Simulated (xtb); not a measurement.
C$_{4}$H$_{9}$S (SMILES CC(C)(C)[S]), doublet, geometry from GFN2-xTB; GFN1-xTB run with xtb 6.7.1.

Here is a job for xtb.
```
$ xtb mol.xyz --gfn 1 --uhf 1 --opt --json

# file mol.xyz
14

C     -0.71538146     0.98031295    -1.11870904
C     -0.07272565    -0.12100881    -0.28002528
C      1.21599831    -0.61688840    -0.93010260
C     -1.04783651    -1.27394779    -0.05822117
S      0.35073758     0.58359512     1.35049168
H     -0.97990170     0.58957037    -2.10000213
H     -1.61741266     1.35117624    -0.63687632
H     -0.02730017     1.81269327    -1.24928387
H      1.68594925    -1.38061903    -0.31429069
H      0.99542825    -1.04397665    -1.90710378
H      1.91946493     0.20276865    -1.05917499
H     -1.31992205    -1.71598798    -1.01538196
H     -1.95251605    -0.92104190     0.43205937
H     -0.59591924    -2.04291254     0.56453612
```

**Question.** Write the output that xtb gives for this input, abridged.

**Answer.** 
```
   ID    Z sym.   atoms
    1    6 C      1-4
    2   16 S      5
    3    1 H      6-14

           -------------------------------------------------
          |                Calculation Setup                |
           -------------------------------------------------

           -------------------------------------------------
          |                 G F N 1 - x T B                 |
           -------------------------------------------------

          ...................................................
          :                      SETUP                      :
          :.................................................:
          :  # basis functions                  44          :
          :  # atomic orbitals                  43          :
          :  # shells                           29          :
          :  # electrons                        31          :
          :  # halogen bonds                     0          :
          :  max. iterations                   250          :
          :  Hamiltonian                  GFN1-xTB          :
          :  restarted?                      false          :
          :  GBSA solvation                  false          :
          :  PC potential                    false          :
          :  electronic temp.          300.0000000     K    :
          :  accuracy                    1.0000000          :
          :  -> integral cutoff          0.2500000E+02      :
          :  -> integral neglect         0.1000000E-07      :
          :  -> SCF convergence          0.1000000E-05 Eh   :
          :  -> wf. convergence          0.2000000E-04 e    :
          :  Broyden damping             0.4000000          :
          :  net charge                          0          :
          :  unpaired electrons                  1          :
          ...................................................

 iter      E             dE          RMSdq      gap      omega  full diag
   1    -17.1206655 -0.171207E+02  0.745E+00    6.06       0.0  T
   2    -17.1430091 -0.223436E-01  0.455E+00    6.18       1.0  T
   3    -17.1421857  0.823382E-03  0.619E-01    6.39       1.0  T
   4    -17.1448330 -0.264727E-02  0.184E-01    6.26       1.0  T
   5    -17.1449580 -0.125049E-03  0.195E-02    6.27       1.4  T
   6    -17.1449608 -0.273786E-05  0.124E-03    6.27      21.5  T
   7    -17.1449608 -0.107967E-07  0.234E-04    6.27     114.2  T
   8    -17.1449608 -0.136630E-09  0.551E-05    6.27     485.2  T
   9    -17.1449608 -0.223110E-11  0.653E-06    6.27    4095.4  T

   *** convergence criteria satisfied after 9 iterations ***

         :::::::::::::::::::::::::::::::::::::::::::::::::::::
         ::                     SUMMARY                     ::
         :::::::::::::::::::::::::::::::::::::::::::::::::::::
         :: total energy             -16.954026061713 Eh    ::
         :: gradient norm              0.017939062412 Eh/a0 ::
         :: HOMO-LUMO gap              6.265092158187 eV    ::
         ::.................................................::
         :: SCC energy               -17.144960767832 Eh    ::
         :: -> electrostatic           0.003799746316 Eh    ::
         :: repulsion energy           0.196414798974 Eh    ::
         :: dispersion energy         -0.005480092855 Eh    ::
         :: halogen bond corr.         0.000000000000 Eh    ::
         :: add. restraining           0.000000000000 Eh    ::
         :: total charge              -0.000000000000 e     ::
         :::::::::::::::::::::::::::::::::::::::::::::::::::::

      -----------------------------------------------------------
     |                   =====================                   |
     |                        A N C O P T                        |
     |                   =====================                   |
     |               Approximate Normal Coordinate               |
     |                Rational Function Optimizer                |
[...]
 * total energy  :   -16.9540261 Eh     change       -0.3801404E-12 Eh
 * total energy  :   -16.9543063 Eh     change       -0.2802423E-03 Eh
 * total energy  :   -16.9543919 Eh     change       -0.8558899E-04 Eh
 * total energy  :   -16.9543954 Eh     change       -0.3509622E-05 Eh
   *** GEOMETRY OPTIMIZATION CONVERGED AFTER 4 ITERATIONS ***
         :: total energy             -16.954395402654 Eh    ::
[...]
        13        2.0000           -0.4829514             -13.1418
        14        2.0000           -0.4637797             -12.6201
        15        1.5000           -0.3979518             -10.8288
        16        1.5000           -0.3979518             -10.8288 (HOMO)
        17                         -0.1622213              -4.4143 (LUMO)
        18                         -0.1282236              -3.4891
        19                         -0.1241514              -3.3783
        20                         -0.1241514              -3.3783
        21                         -0.0861385              -2.3439
        22                         -0.0708197              -1.9271
        23                         -0.0708197              -1.9271
        24                         -0.0507807              -1.3818
        25                         -0.0507807              -1.3818
        26                         -0.0370760              -1.0089
        27                         -0.0278444              -0.7577
       ...                                ...                  ...
        43                          0.4755938              12.9416
      -------------------------------------------------------------
                  HL-Gap            0.2357305 Eh            6.4146 eV
             Fermi-level           -0.3390192 Eh           -9.2252 eV

  Mulliken/CM5 charges         n(s)   n(p)   n(d)
     1C    -0.09427 -0.23977   1.018  3.076  0.000
     2C     0.09961  0.08122   1.090  2.810  0.000
     3C    -0.09427 -0.23977   1.018  3.076  0.000
     4C    -0.09427 -0.23977   1.018  3.076  0.000
     5S    -0.12450 -0.14853   1.962  4.167 -0.005
     6H     0.03238  0.08505   0.968  0.000  0.000
     7H     0.03509  0.08858   0.965  0.000  0.000
     8H     0.03509  0.08858   0.965  0.000  0.000
     9H     0.03509  0.08858   0.965  0.000  0.000
    10H     0.03238  0.08505   0.968  0.000  0.000
    11H     0.03509  0.08858   0.965  0.000  0.000
    12H     0.03238  0.08505   0.968  0.000  0.000
    13H     0.03509  0.08858   0.965  0.000  0.000
    14H     0.03509  0.08858   0.965  0.000  0.000

Wiberg/Mayer (AO) data.
largest (>0.10) Wiberg bond orders for each atom

 ---------------------------------------------------------------------------
     #   Z sym  total        # sym  WBO       # sym  WBO       # sym  WBO
 ---------------------------------------------------------------------------
     1   6 C    3.977 --     2 C    0.987     8 H    0.985     7 H    0.985
                             6 H    0.981
     2   6 C    3.960 --     5 S    1.009     4 C    0.987     1 C    0.987
                             3 C    0.987
     3   6 C    3.977 --     2 C    0.987     9 H    0.985    11 H    0.985
                            10 H    0.981
     4   6 C    3.977 --     2 C    0.987    14 H    0.985    13 H    0.985
                            12 H    0.981
     5  16 S    1.130 --     2 C    1.009
     6   1 H    1.001 --     1 C    0.981
     7   1 H    1.009 --     1 C    0.985
     8   1 H    1.009 --     1 C    0.985
     9   1 H    1.009 --     3 C    0.985
    10   1 H    1.001 --     3 C    0.981
    11   1 H    1.009 --     3 C    0.985
    12   1 H    1.001 --     4 C    0.981
    13   1 H    1.009 --     4 C    0.985
    14   1 H    1.009 --     4 C    0.985
 ---------------------------------------------------------------------------

Topologies differ in total number of bonds
Writing topology from bond orders to xtbtopo.mol

 dipole moment from electron density (au)
     X       Y       Z
  -0.1575  -0.2620  -0.6064  total (Debye):    1.726

optimized geometry written to: xtbopt.xyz

           -------------------------------------------------
          | TOTAL ENERGY              -16.954395402654 Eh   |
          | GRADIENT NORM               0.000373631559 Eh/α |
          | HOMO-LUMO GAP               6.414552248928 eV   |
           -------------------------------------------------
```
